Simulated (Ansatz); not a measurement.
Geometry optimisation, RKS CAM-B3LYP/def2-SVP (Ansatz 0.2.0).

Input file:

```yaml
crystal:
  periodic: [false, false, false]
  atoms:
    - { symbol: Al, position_ang: [-0.187226, -0.688127, -0.326188] }
    - { symbol: H, position_ang: [0.146124, 0.229034, 2.253864] }
    - { symbol: F, position_ang: [1.29357, 0.037643, -0.491343] }
    - { symbol: Cl, position_ang: [-1.805772, 0.30765, -1.187533] }
    - { symbol: P, position_ang: [-0.416358, -2.653178, 0.818155] }
    - { symbol: H, position_ang: [-0.763527, -3.418847, -0.332775] }
    - { symbol: H, position_ang: [0.974377, -2.960823, 0.758034] }
    - { symbol: H, position_ang: [-0.143988, -0.427453, 2.189686] }
basis:
  gaussian: { orbitals: def2-SVP }
hamiltonian:
  xc: cam_b3lyp
relax:
  f_tol: 0.03
  max_steps: 50
```

Run as:

```bash
$ ansatz run input.yaml --threads 2 --pin off --max-ram 3072MiB --backend cpu --events-out ev --progress --plain --runs-dir out
```

Problem. Where does it end, and by what steps?

Solution. The run converged. The force dipped under the threshold on the way, but the program's further checks kept it going. After 19 steps the energy has fallen by 0.167 eV; H8 moved furthest, 0.77 Å.

```
step  energy less start (eV)  largest force component (eV/Å)  accepted
   0                  0.0000                           1.668       yes
   1                 -0.0792                           0.652       yes
   2                 -0.0928                           0.304       yes
   3                 -0.0935                           0.687       yes
   4                 -0.1142                           0.487       yes
   5                 -0.1237                           0.237       yes
   6                 -0.1397                           0.229       yes
   7                 -0.1481                           0.584       yes
   8                 -0.1575                           0.237       yes
   9                 -0.1620                           0.082       yes
  10                 -0.1636                           0.038       yes
  11                 -0.1647                           0.059       yes
  12                 -0.1652                           0.050       yes
  13                 -0.1659                           0.022       yes
  14                 -0.1662                           0.031       yes
  15                 -0.1665                           0.043       yes
  16                 -0.1666                           0.040       yes
  17                 -0.1667                           0.031       yes
  18                 -0.1666                           0.027        no
  19                 -0.1667                           0.013       yes
```

```xyz
8
Properties=species:S:1:pos:R:3
Al -0.085 -0.786 -0.020
H 0.181 0.429 1.936
F 1.384 -0.008 -0.073
Cl -1.716 0.200 -0.882
P -0.217 -2.943 0.774
H -0.960 -3.395 -0.355
H 1.052 -3.293 0.227
H -0.542 0.221 2.074
```

Run time: 2.2 min on 2 threads of AMD EPYC 7571, with other jobs on the host, peak memory 0.23 GiB.
